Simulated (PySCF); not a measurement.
PySCF job for B(Cl)(NHMe)(OMe) (C2H7BClNO), SMILES CNB(Cl)OC, PBE0/pcSseg-1. Geometry optimised at B3LYP-D3(BJ)/def2-SVP. The values are those of a single conformer.

```python
import numpy as np
from pyscf import gto, scf, dft
from pyscf.prop.nmr import rks as nmr

mol = gto.M(
    atom='''
    B     0.16032736   -0.12833820   -0.00000000
    Cl    1.42498104    1.14073408   -0.00000000
    N    -1.20013335    0.22593725    0.00000000
    C    -1.78561472    1.55181153   -0.00000000
    H    -1.88340679   -0.52383926    0.00000000
    H    -2.41340021    1.72288453   -0.89235168
    H    -2.41340021    1.72288453    0.89235168
    H    -0.98625161    2.30340893    0.00000000
    O     0.60984063   -1.41316116    0.00000000
    C    -0.26648776   -2.51344923   -0.00000000
    H    -0.91353513   -2.52332500    0.89711076
    H     0.33203781   -3.43592238   -0.00000000
    H    -0.91353513   -2.52332501   -0.89711077
    ''',
    basis='pcSseg-1',
    charge=0,
    spin=0,
    max_memory=1600,
    verbose=3,
)
mf = dft.RKS(mol, xc='pbe0')
mf.grids.level = 3
mf.conv_tol = 1e-10
mf.max_cycle = 100
mf.kernel()
n = nmr.NMR(mf)
n.verbose = 2
n.max_cycle_cphf = 60
sigma = n.kernel()
print('atom   isotropic/ppm   span/ppm')
for i, s in enumerate(sigma):
    w = np.linalg.eigvalsh((s + s.T) / 2)
    print(f'{mol.atom_symbol(i):2s}{i + 1:3d} {w.mean():14.3f} {w[2] - w[0]:11.3f}')
```

Log of the run:

```
converged SCF energy = -695.10426323752
atom   isotropic/ppm   span/ppm
B   1         74.424      30.043
Cl  2        906.299     240.993
N   3        187.757      91.432
C   4        152.838      54.438
H   5         29.063      15.952
H   6         28.663      12.288
H   7         28.663      12.288
H   8         27.914       8.684
O   9        244.640     207.828
C  10        132.280      77.094
H  11         27.894       9.563
H  12         27.422      10.622
H  13         27.894       9.563
```

Self-consistency was reached.

Cost: very roughly 60 core-seconds.
